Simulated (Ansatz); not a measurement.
Frontier orbitals of F$_{3}$HNNb, SMILES `[NH]=[Nb]([F])([F])[F]`.

Total charge 0; spin multiplicity 1. Correlated methods include outer-core shells of Nb, which these sets cover unevenly. Nb takes the def2 core potential. All single points use the PBE0-D4/def2-TZVP geometry. It is one conformer, not always the lowest. Basis def2-TZVPP, Ansatz.

| functional | HOMO (eV) | LUMO (eV) | gap (eV) |
| --- | --- | --- | --- |
| PBE | -7.40 | -2.50 | 4.90 |
| BLYP | -7.27 | -2.44 | 4.83 |
| PBE0 | -8.89 | -1.66 | 7.23 |
| HSE06 (plane-wave form) | -8.48 | -2.04 | 6.44 |
| CAM-B3LYP | -10.30 | -0.55 | 9.75 |
| ωB97M-V | -11.20 | 0.57 | 11.77 |

Against PBE, PBE0 changes HOMO and LUMO by −1.49 and +0.84 eV, ωB97M-V by −3.81 and +3.06 eV. A gap of 4.90 eV thus becomes 11.77 eV for the same molecule, so an orbital gap means little without its functional. A positive LUMO is unbound and depends on the basis.
